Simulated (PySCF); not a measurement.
## Gas-phase thermal properties of GeH2F2

Computed with PySCF (xtb for GFN2) and rigid-rotor harmonic-oscillator thermochemistry at 1 bar. 6-31G* has spherical d functions here. All species are closed-shell singlets. B3LYP is the form with VWN-RPA correlation. Ge: all electrons, no relativistic terms. GeH2F2: computed as isolated molecules; such fragments, hydroxides, amides, oligomers or adducts are transient or little studied in the gas. The harmonic model lacks anharmonicity and excited electronic states, which grow with temperature; levels with a mode under 35 cm⁻¹ are left out.

```json
[
 {"level": "B3LYP/6-31G*", "point group": "C2v", "σ": "2", "ZPE (kJ/mol)": "53.4", "S°298 (J/mol/K)": "277.3", "Cp298 (J/mol/K)": "60.5", "S°1000 (J/mol/K)": "373.3", "H1000 − H298 (kJ/mol)": "58.0"},
 {"level": "GFN2-xTB", "point group": "C2v", "σ": "2", "ZPE (kJ/mol)": "45.4", "S°298 (J/mol/K)": "285.5", "Cp298 (J/mol/K)": "69.4", "S°1000 (J/mol/K)": "388.1", "H1000 − H298 (kJ/mol)": "61.4"},
 {"level": "HF/6-31G*", "point group": "C2v", "σ": "2", "ZPE (kJ/mol)": "57.8", "S°298 (J/mol/K)": "274.6", "Cp298 (J/mol/K)": "57.5", "S°1000 (J/mol/K)": "367.6", "H1000 − H298 (kJ/mol)": "56.4"},
 {"level": "PBE/def2-SVP", "point group": "C2v", "σ": "2", "ZPE (kJ/mol)": "52.1", "S°298 (J/mol/K)": "278.4", "Cp298 (J/mol/K)": "61.7", "S°1000 (J/mol/K)": "375.4", "H1000 − H298 (kJ/mol)": "58.5"},
 {"level": "PBE0/def2-TZVP", "point group": "C2v", "σ": "2", "ZPE (kJ/mol)": "53.9", "S°298 (J/mol/K)": "277.3", "Cp298 (J/mol/K)": "60.7", "S°1000 (J/mol/K)": "373.2", "H1000 − H298 (kJ/mol)": "58.0"}
]
```
σ: rotational symmetry number. Electronic degeneracy used: 1. Frequencies are unscaled.
